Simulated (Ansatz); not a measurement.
`[SiH3][Al]1[CH2][GaH]1`, charge 0, multiplicity 1.

Question: Give a relaxed structure at PBE0-D4/def2-TZVP (Ansatz 0.2.0). (Best estimate.)

Answer: Ansatz gave: 
Cartesian coordinates in Å:
```
Si 1.191 -1.379 -1.582
Al 0.246 0.387 -0.165
C -1.424 0.753 0.682
Ga 0.090 1.407 1.988
H 2.641 -1.593 -1.320
H 1.039 -1.013 -3.020
H 0.485 -2.675 -1.369
H -2.341 0.163 0.727
H -1.723 1.822 0.703
H -0.205 2.128 3.356
```
This is one stationary point; other conformers may exist.
